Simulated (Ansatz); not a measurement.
Z-matrix (Å, degrees):
```
C
O 1 1.470
Al 1 1.985 2 78.7
N 1 1.437 2 111.1 3 121.0
H 1 1.094 2 104.1 3 -115.9
Si 2 1.718 1 110.6 3 -54.5
H 3 1.590 1 127.4 2 -110.2
H 4 1.009 1 112.0 2 -148.3
H 4 1.014 1 113.2 2 88.0
O 6 1.638 2 111.8 1 -72.6
H 6 1.484 2 107.9 1 171.1
H 10 0.969 6 108.8 2 40.9
```

Total charge 0; spin multiplicity 1.

Q: List the r2SCAN/def2-TZVPP orbital energies in eV (Ansatz 0.2.0). (An estimate is asked.)

A: The calculation gave: Occupied: -1791.52, -1516.82, -516.30, -515.50, -385.59, -274.82, -141.83, -110.34, -96.76, -96.68, -96.65, -70.67, -70.47, -70.43, -26.99, -26.04, -23.38, -16.57, -13.84, -13.28, -12.66, -11.73, -11.65, -9.75, -9.32, -8.93, -8.61, -7.95, -6.81, -6.14, -5.66. Lowest empty: -1.86, -0.48, 0.13, 0.54, 0.99, 1.45, 1.86, 2.64.
